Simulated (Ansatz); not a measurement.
Ideal-gas functions of C2H3FOSi, SMILES `C#CO[SiH2]F` at 298.15 K and 1 bar, from an Ansatz frequency run at PBE0-D4/def2-TZVP.

Molar mass 90.13 g/mol, point group Cs (symmetry number 1), electronic degeneracy 1, moments of inertia 23.215, 255.343, 272.381 u Å². Harmonic wavenumbers (cm⁻¹, unscaled): 44, 96, 283, 454, 474, 578, 621, 699, 704, 761, 890, 950, 983, 1193, 2280, 2297, 2304, 3500.

Use S(trans) = R[1.5 ln M + 2.5 ln T − 1.1517]; rotational temperatures θ = 24.2544 K / I; S(rot) = R[ln(√π/σ · √(T³/θAθBθC)) + 1.5]; for each mode x = 1.438777 ν̃/T, S = R[x/(eˣ − 1) − ln(1 − e⁻ˣ)] and H = RT x/(eˣ − 1); 1 cm⁻¹ = 0.0119627 kJ/mol; R = 8.31446 J/(mol·K).

By hand: the entropy, in J/(mol·K).

Translation 165.0. Rotation: θ = 1.0448, 0.095, 0.089 K, giving 107.9. Vibration, mode by mode: 21.21, 14.79, 6.34, 3.28, 3.04, 2.05, 1.74, 1.29, 1.26, 1.01, 0.61, 0.48, 0.42, 0.18, 0.00, 0.00, 0.00, 0.00, in all 57.7. Electronic 0.0. Sum 330.6 J/(mol·K).

By hand: H − E and G − E in kJ/mol, counted from the electronic energy.

Zero-point energy ½ × 19111 × 0.0119627 = 114.3; thermal vibration 8.7; translation, rotation and pV give 4 RT = 9.9. H − E = 132.9 kJ/mol, and G − E = 132.9 − 298.15 × 330.6/1000 = 34.3 kJ/mol.

Vibration gives 17 % of the entropy, 36.0 J/(mol·K) of it from the modes under 150 cm⁻¹: soft modes count most, and the harmonic formula is weakest for them. The sum counts one conformer and one mirror image; others add a mixing term.
